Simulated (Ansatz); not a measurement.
One change: `[BH2][GeH2][F]` becomes `[F][GeH2][GeH3]`.

Ansatz, PBE0-D4/def2-TZVP geometries, multiplicity 1. 

Scalar relativity is left out up to krypton.

| property | `[BH2][GeH2][F]` |
| --- | --- |
| LUMO energy (PBE/def2-TZVPP) / eV | -3.80 |
| size of the dipole moment (ωB97M-V/def2-TZVPP) / D | 2.40 |
| zero-point energy (PBE0-D4/def2-TZVP) / kJ/mol | 98.8 |
| HOMO energy (B3LYP/def2-TZVPP) / eV | -8.37 |
| HOMO energy (PBE/def2-TZVPP) / eV | -7.25 |
| HOMO–LUMO gap (PBE/def2-TZVPP) / eV | 3.45 |

**Question.** Give the same properties after the change, and the shifts. (Estimate.)

**Answer.** The calculation gave: 
```csv
property,`[F][GeH2][GeH3]`,shift
LUMO energy (PBE/def2-TZVPP) / eV,-1.34,2.46
size of the dipole moment (ωB97M-V/def2-TZVPP) / D,2.16,-0.24
zero-point energy (PBE0-D4/def2-TZVP) / kJ/mol,108.4,9.6
HOMO energy (B3LYP/def2-TZVPP) / eV,-8.16,0.21
HOMO energy (PBE/def2-TZVPP) / eV,-7.16,0.09
HOMO–LUMO gap (PBE/def2-TZVPP) / eV,5.82,2.37
```

With PBE0 the HOMO rises by 0.21 eV and the LUMO rises by 2.30 eV, so the gap widens by about 2.09 eV. PBE moves the HOMO by 0.09 eV and ωB97M-V by 0.34 eV. The zero-point energy changes by 9.6 kJ/mol with +3 modes. Dipoles are sizes alone; their direction can turn.

B3LYP here is the variant with VWN-RPA as its local correlation; programs differ in this.
